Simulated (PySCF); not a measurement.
# Polarisability and C₆ of Te⁺ (tellurium, charge +1)

[Kr] 4d10 5s2 5p3, high-spin 4S determinant. Computed with PySCF 2.14 in aug-cc-pwCVTZ-PP with ECP28MDF (8s7p6d4f1g, 96 functions), with a scalar-relativistic core potential. Coupled (time-dependent) response in atomic units; α is the mean over directions.

```tsv
method	mean α (bohr³)	C₆ (like pair)	S(−4)
B3LYP	22.21	188.1	106.3
```

S(−4) is the Cauchy moment in α(ω) = α(0) + S(−4) ω² + …

α(iu) at B3LYP:

| u (hartree) | α(iu) (bohr³) |
| --- | --- |
| 0 | 22.21 |
| 0.0500 | 21.95 |
| 0.100 | 21.21 |
| 0.200 | 18.73 |
| 0.300 | 15.80 |
| 0.500 | 10.85 |
| 0.750 | 7.084 |
| 1.00 | 5.005 |
| 1.50 | 2.992 |
| 2.00 | 2.066 |
| 3.00 | 1.207 |
| 5.00 | 0.5737 |

A single London oscillator, α(iu) = α/(1 + u²/ω²), gives C₆ = (3/4) ω α². Matching the computed C₆ needs ω = 4 × 188.1 / (3 × 22.21²) = 0.508 hartree.

For an ion, C₆ is the dispersion term alone; charge-induced terms of lower order in 1/R come first.

Energies and moments cover only the electrons outside the core potential.
